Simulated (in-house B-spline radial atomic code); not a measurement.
F²⁺. Computed with a B-spline radial atomic code. Model: non-relativistic spherical atom: semilocal Troullier-Martins pseudo-atom, one channel per l, against all electrons, high spin, G0W0 and RPA with empty states to l = 8, local potential for every l without a channel, a model core (radius 0 = none) keeps its share of the functional.

What the tables leave out is listed at the end.

The pseudopotential gives back the lowest level of each angular momentum of its own functional in the configuration it was made in; a second state of the same l is only approximately right. Exact exchange, RPA and GW see the smooth pseudo-orbitals and miss the exchange with the core, for which the functional's share stands in. The column with an uncorrelated core keeps all orbitals and exact exchange, and so separates missing core correlation from pseudisation. Only the three outermost levels and the lowest empty one were computed. RPA here is direct RPA, with no exchange kernel, and its energies carry an (l + 1/2)⁻⁴ tail. A hybrid on a potential with a model core restores only its own semilocal share of the core's exchange.

Command:
```bash
python run_psgw.py task.json out
```
Settings (lengths in bohr, energies in hartree):
```
Z                      9
electrons              7
configuration          [He] 2s2 2p3
generated_in           [He] 2s2 2p5
functional             pbe,pbe
core_shells            1
radius_factor          0.8
core_correction        True
```

Run time, properties included: 14 s on 1 thread of Arm Neoverse N1, on a shared host.

Given: made with PBE; model core radius 0.297 bohr; local radius 0.643 bohr; mean-field start PBE.

Valence shells of the generating configuration: 2s, 2p.

Channel: s 0.608, p 0.844 (radii in bohr).

Computed: largest level miss in the spin-unpolarised generating configuration 0 eV; valence RPA correlation energy all-electron orbitals -0.24698 hartree; valence RPA correlation energy pseudo -0.25404 hartree; pseudo-atom RPA polarisability 1.0497 bohr³.

```csv
level,occupied,mean-field all-electron (eV),mean-field pseudo minus all (eV),G0W0 all-electron (eV),G0W0 uncorrelated core minus all (eV),G0W0 pseudo minus all (eV),exchange self-energy all-electron (eV),exchange self-energy pseudo (eV)
2p up,1,-51.572,-0.033,-62.148,0.084,0.324,-40.81,-39.579
2s down,1,-63.196,0.13,-72.732,0.065,-0.048,-29.174,-26.196
2p down (empty),0,-44.274,0.156,-35.327,0.088,-0.402,-6.8866,-5.7458
```

Task: What is the all-electron RPA polarisability, core included?

Result: 1.0484 bohr³.

Given: mean-field start PBE0.

Computed: valence RPA correlation energy pseudo -0.23721 hartree; all-electron RPA polarisability, core included 0.94101 bohr³; pseudo-atom RPA polarisability 0.94769 bohr³.

```
          level  occupied  mean-field all-electron (eV)  mean-field pseudo minus all (eV)  G0W0 all-electron (eV)  G0W0 uncorrelated core minus all (eV)  G0W0 pseudo minus all (eV)  exchange self-energy all-electron (eV)  exchange self-energy pseudo (eV)
          2p up         1                       -54.824                             0.089                  -62.54                                  0.083                       0.365                                 -40.862                            -39.55
        2s down         1                       -65.552                             0.194                   -72.7                                  0.066                       0.059                                 -29.094                           -26.143
2p down (empty)         0                       -41.346                             0.184                 -35.055                                  0.083                      -0.145                                 -6.7338                           -5.6618
```

Task: What is the valence RPA correlation energy all-electron orbitals?

Result: -0.23132 hartree.

Among the listed levels the largest G0W0 shift of the pseudo-atom is -0.40 eV, for 2p down (empty) on the PBE start, while leaving the core uncorrelated moves that level by +0.09 eV. So pseudisation and the lost core exchange, not the missing core correlation, make the error. Not in the tables (levels of low weight, unsolved or above zero; the highest and the empty levels are kept at any weight): on PBE the G0W0 levels 2s up (pseudo minus all -0.03 eV, weights 0.19 and 0.18); on PBE0 the G0W0 levels 2s up (pseudo minus all +0.05 eV, weights 0.39 and 0.40); no Hartree-Fock pseudo-atom is run with a model core.
